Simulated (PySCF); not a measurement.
# TDDFT excited states: Cl2H4O3Si2Ti

Species: (Cl)2Ti(OSiH2)2O (singlet state).
Bonds: Ti1–Cl2, Ti1–Cl3, Ti1–O4, Ti1–O8, O4–Si5, Si5–O6, O6–Si7, Si7–O8. Hydrogens: H9, H10 on Si5; H11, H12 on Si7.

Computed, not measured: PySCF, TDDFT PBE0/def2-SVPD, vertical, gas phase, core orbitals frozen in the response. Geometry: PBE0-D3(BJ)/def2-SVP; no solvent, vibrations or thermal averaging.

Task: List the vertical singlet excitations with oscillator strengths and describe the spectrum.

Result: 

| state | E (eV) | E (hartree) | f | main configurations (H = HOMO, L = LUMO) |
| --- | --- | --- | --- | --- |
| S1 | 4.88 | 0.1794 | 0.0034 | H→L+1 (56%), H-2→L+1 (27%), H→L (9%) |
| S2 | 4.91 | 0.1805 | 0.0000 | H-1→L (92%) |
| S3 | 4.98 | 0.1828 | 0.014 | H→L (57%), H-3→L+1 (16%), H-2→L (12%) |
| S4 | 5.13 | 0.1885 | 0.032 | H-1→L+1 (82%) |
| S5 | 5.18 | 0.1905 | 0.0025 | H-3→L (89%) |
| S6 | 5.32 | 0.1954 | 0.0072 | H-3→L+1 (36%), H-2→L (28%), H→L (25%) |
| S7 | 5.43 | 0.1994 | 0.012 | H-2→L+1 (58%), H→L+1 (30%) |
| S8 | 5.45 | 0.2005 | 0.019 | H-2→L (41%), H-3→L+1 (24%), H→L+2 (10%) |
| S9 | 5.55 | 0.2038 | 0.0000 | H-4→L+1 (84%), H-4→L (11%) |
| S10 | 5.61 | 0.2062 | 0.0025 | H→L+3 (53%), H-2→L+3 (21%), H-4→L (18%) |
| S11 | 5.62 | 0.2066 | 0.020 | H→L+2 (60%), H-2→L+2 (11%), H-3→L+1 (10%) |
| S12 | 5.63 | 0.2069 | 0.0003 | H-1→L+2 (92%) |
| S13 | 5.70 | 0.2095 | 0.0047 | H-1→L+3 (94%) |
| S14 | 5.79 | 0.2126 | 0.060 | H-4→L (54%), H→L+3 (10%), H-2→L+3 (9%) |
| S15 | 5.87 | 0.2158 | 0.0003 | H-3→L+3 (84%), H-5→L (10%) |

Triplets (Tamm–Dancoff): T1 4.62 eV, H→L (58%), H-2→L (32%); T2 4.75 eV, H→L+1 (44%), H-1→L+1 (27%), H-2→L+1 (15%); T3 4.75 eV, H-1→L+1 (54%), H→L+1 (22%), H-1→L (9%); T4 4.82 eV, H-1→L (82%), H-1→L+1 (13%).

The lowest singlet comes at 254 nm (471 kJ/mol) in the ultraviolet; it is very weak; its leading configuration is HOMO→LUMO+1 (56%). The strongest level in the table is S14 at 5.79 eV (214 nm, f = 0.060). S11/S12 lie within about 0.01 eV of each other. For S1 the Löwdin share of titanium is at most 8% in HOMO and 76% in LUMO+1 (ligand-to-metal charge transfer by this measure). Of the 15 states listed, 6 reach f = 0.01 and 4 stay under 0.0005. Weighted by f, the mean energy of these states is 5.48 eV. The oscillator strengths of these states sum to 0.177; summed over the whole spectrum of an exact calculation they would give the number of electrons, 112 (Thomas–Reiche–Kuhn). The vertical ionisation energy (ΔSCF) is 10.64 eV, 4.77 eV above S15. Singlets were solved by full linear response, triplets in the Tamm–Dancoff approximation.

Time: 13 min (grids of density and orbitals included); peak memory 1.3 GiB. Hardware: one thread of an Intel Xeon at 2.50 GHz, shared host with 64 logical CPUs at a one-minute load of 59.
